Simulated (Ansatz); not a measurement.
Basis-set extrapolation for C2H5ClSi2 (`C#C[SiH]([SiH3])Cl`) (PBE0-D4/def2-TZVP geometry, frozen core, Ansatz 0.2.0). Multiplicity 1, RHF reference.

```tsv
	def2-TZVPP	def2-QZVPP
HF	-1116.072463	-1116.106135
MP2 correlation	-0.730699	-0.788318
CCSD(T) correlation	-0.824388	not run
```

Energies in hartree. Use E(X) = E(∞) + A·exp(−7.88·√X) for Hartree–Fock and E(X) = E(∞) + B·X^(−2.97) for correlation, with X = 3 and 4, and add CCSD(T) minus MP2 of the smaller set to the MP2 limit.

Question: What is the CCSD(T) energy at the basis-set limit?

Answer: HF limit: -1116.106135 + (-0.033672) × 0.13774 = -1116.11077. MP2 limit: -0.788318 + (-0.057619) × 0.74074 = -0.83100. Higher-order term: -0.824388 − (-0.730699) = -0.09369. Total: -1117.03546 hartree, 87.0 kcal/mol below CCSD(T)/def2-TZVPP.
